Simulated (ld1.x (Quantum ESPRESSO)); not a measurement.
An odd input for ld1.x (Quantum ESPRESSO) 7.5 (dysprosium)

Command:

```bash
ld1.x < Dy.in > Dy.out
```

Input:

```
&input
   title='Dy', zed=66., rel=1, dft='PZ', iswitch=3,
   config='[Xe] 4f10 5d0 6s2 6p0',
   nld=4, rlderiv=2.75, eminld=-6.0, emaxld=5.0, deld=0.02
 /
 &inputp
   pseudotype=3, lpaw=.true., tm=.true., lloc=-2, rcloc=0.80,
   nlcc=.true., new_core_ps=.true., rcore=0.70,
   which_augfun='BESSEL', rmatch_augfun=0.85,
   file_pseudopw='Dy.UPF', file_wfcaegen='ae.wfc', file_wfcncgen='nc.wfc', file_beta='beta', file_chi='chi', file_wfcusgen='us.wfc'
 /
8
5S  1  0   2.00   0.00  1.70  1.95  0.0
6S  2  0   2.00   0.00  1.70  1.95  0.0
5P  2  1   6.00   0.00  2.05  2.25  0.0
6P  3  2   0.00   0.00  2.05  2.25  0.0
5D  3  2   0.00   0.00  1.95  2.55  0.0
5D  3  2   0.00   4.05  1.95  2.55  0.0
4F  4  3  10.00   0.00  0.75  1.05  0.0
4F  4  3   0.00   0.65  0.75  1.05  0.0
 &test
   configts(1)='4f10 5s2 5p6 5d0 6s2 6p0'
 /
```

Output:

```
Program LD1 v.7.5

 %%%%%%%%%%%%%%%%%%%%%%%%%%%%%%%%%%%%%%%%%%%%%%%%%%%%%%%%%%%%%%%%%%%%%%%%%%%%%%
     Error in routine read_psconfig (4):
     ps-label wrong?
 %%%%%%%%%%%%%%%%%%%%%%%%%%%%%%%%%%%%%%%%%%%%%%%%%%%%%%%%%%%%%%%%%%%%%%%%%%%%%%

     stopping ...
```

Q: This input was made by a single change from one that runs to its end. What was changed?

A: The change: angular momentum of 6P typed wrongly. The program refuses the input: "read_psconfig: ps-label wrong?".
